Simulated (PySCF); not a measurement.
Basis-set dependence of population analyses: `PBC1CC1`

Compound: C3H8BP.
Z-matrix (Å and degrees, PBE0-D3(BJ)/def2-SVP geometry), rows numbered from 1:
```
P 
B   1  1.8889
C   2  1.5355  1  123.66
C   3  1.5256  2  118.73  1  -143.01
C   4  1.4757  3   61.29  2  -105.12
H   1  1.4211  2  101.47  3  -142.33
H   1  1.4226  2  102.05  3   -40.93
H   2  1.2131  1  117.16  3  -172.69
H   3  1.0950  2  119.59  1     6.09
H   4  1.0929  3  117.56  5   109.41
H   4  1.0930  3  116.25  5  -109.63
H   5  1.0931  3  116.19  4   109.88
H   5  1.0931  3  117.65  4  -109.34
```

PBE0 throughout (PySCF), one geometry, spherical d and f functions. Geometry: PBE0-D3(BJ)/def2-SVP, one conformer, isolated molecule. Atoms taken as equivalent share a column and are averaged. The first 7 of 9 kinds of atom are listed.

Mulliken charges (e):

```
        basis  functions      P1      B2      C3   C4/C5   H6/H7      H8      H9
       STO-3G         37  +0.213  +0.052  -0.193  -0.164  -0.063  -0.058  +0.075
        6-31G         65  -0.035  +0.099  -0.344  -0.341  +0.019  -0.007  +0.177
     pcSseg-0         65  -0.273  +0.286  -0.724  -0.437  +0.101  +0.080  +0.261
       6-31G*         90  -0.147  +0.083  -0.265  -0.363  +0.049  +0.006  +0.177
      cc-pVDZ        114  -0.079  -0.011  -0.100  -0.057  +0.032  -0.004  +0.019
     def2-SVP        114  -0.029  -0.021  -0.152  -0.080  +0.014  -0.005  +0.056
6-311+G(2d,p)        191  -0.120  -0.055  +0.016  -0.276  +0.064  +0.002  +0.095
  aug-cc-pVDZ        191  -1.003  -0.614  +0.665  +0.946  +0.418  +0.697  -0.619
    def2-TZVP        209  -0.215  +0.025  -0.183  -0.210  +0.075  +0.021  +0.110
     IGLO-III        264  +0.148  +0.130  -0.222  -0.216  -0.067  -0.070  +0.101
      cc-pVTZ        266  -0.106  -0.028  -0.099  -0.209  +0.036  +0.019  +0.103
```

IAO charges (e):

```
        basis  functions      P1      B2      C3   C4/C5   H6/H7      H8      H9
       STO-3G         37  +0.213  -0.059  -0.269  -0.251  -0.036   0.000  +0.130
        6-31G         65  +0.038  -0.060  -0.265  -0.270  +0.020  +0.016  +0.146
     pcSseg-0         65  +0.030  -0.071  -0.271  -0.267  +0.029  +0.018  +0.147
       6-31G*         90  +0.092  -0.059  -0.263  -0.256  -0.004  +0.010  +0.140
      cc-pVDZ        114  +0.090  -0.071  -0.263  -0.258  +0.001  +0.013  +0.142
     def2-SVP        114  +0.102  -0.072  -0.259  -0.249  -0.003  +0.010  +0.138
6-311+G(2d,p)        191  +0.100  -0.073  -0.270  -0.267  -0.002  +0.014  +0.146
  aug-cc-pVDZ        191  +0.080  -0.068  -0.268  -0.267  +0.005  +0.014  +0.146
    def2-TZVP        209  +0.102  -0.073  -0.270  -0.267  -0.004  +0.014  +0.146
     IGLO-III        264  +0.103  -0.074  -0.271  -0.268  -0.003  +0.014  +0.147
      cc-pVTZ        266  +0.092  -0.071  -0.270  -0.267   0.000  +0.014  +0.147
```

Hirshfeld charges (e):

```tsv
basis	functions	P1	B2	C3	C4/C5	H6/H7	H8	H9
STO-3G	37	+0.099	+0.075	-0.087	-0.033	-0.028	-0.083	+0.014
6-31G	65	-0.014	+0.075	-0.106	-0.066	0.000	-0.059	+0.040
pcSseg-0	65	+0.014	+0.069	-0.112	-0.062	0.000	-0.065	+0.032
6-31G*	90	-0.018	+0.079	-0.105	-0.066	-0.001	-0.058	+0.041
cc-pVDZ	114	+0.009	+0.075	-0.113	-0.069	-0.005	-0.062	+0.041
def2-SVP	114	+0.016	+0.074	-0.116	-0.070	-0.005	-0.063	+0.040
6-311+G(2d,p)	191	+0.014	+0.079	-0.126	-0.078	-0.007	-0.056	+0.045
aug-cc-pVDZ	191	+0.010	+0.082	-0.126	-0.082	-0.006	-0.056	+0.045
def2-TZVP	209	+0.007	+0.080	-0.123	-0.078	-0.005	-0.057	+0.044
IGLO-III	264	+0.016	+0.081	-0.127	-0.081	-0.005	-0.058	+0.043
cc-pVTZ	266	+0.007	+0.081	-0.120	-0.077	-0.006	-0.058	+0.044
```

Some averages cover members that differ in this geometry, most widely: C4/C5, Mulliken in 6-311+G(2d,p) -0.307 to -0.246 e.

Problem. Which scheme is steadiest as the basis changes?

Solution. Largest range over the bases for any column: Hirshfeld 0.12 e, IAO 0.18 e, Mulliken 1.39 e. Hirshfeld charges move least and Mulliken charges most, counted in e. Without the minimal STO-3G basis the ranges are Hirshfeld 0.03, IAO 0.07, Mulliken 1.39 e.

Problem. How much do the charges still move between the two largest bases, IGLO-III and cc-pVTZ?

Solution. At most, over all atoms: Mulliken 0.254 e, IAO 0.011 e, Hirshfeld 0.009 e.

Problem. What do the same runs give for the total energy, the frontier levels and the dipole moment?

Solution. 
```tsv
basis	energy (Eh)	HOMO (eV)	LUMO (eV)	μ (D)
STO-3G	-479.4274	-4.33	2.14	0.87
6-31G	-484.8953	-6.95	-0.83	1.93
pcSseg-0	-484.2491	-7.18	-1.16	1.92
6-31G*	-484.9611	-6.97	-0.86	1.72
cc-pVDZ	-484.9930	-7.02	-1.03	1.47
def2-SVP	-484.7779	-7.05	-1.07	1.49
6-311+G(2d,p)	-485.0329	-7.14	-1.21	1.45
aug-cc-pVDZ	-485.0021	-7.12	-1.19	1.46
def2-TZVP	-485.0451	-7.12	-1.18	1.44
IGLO-III	-485.0491	-7.11	-1.17	1.37
cc-pVTZ	-485.0468	-7.11	-1.15	1.44
```

The dipole is fixed by the density alone, so its range of 1.06 D shows that the density itself changes with the basis, not only its division among atoms.
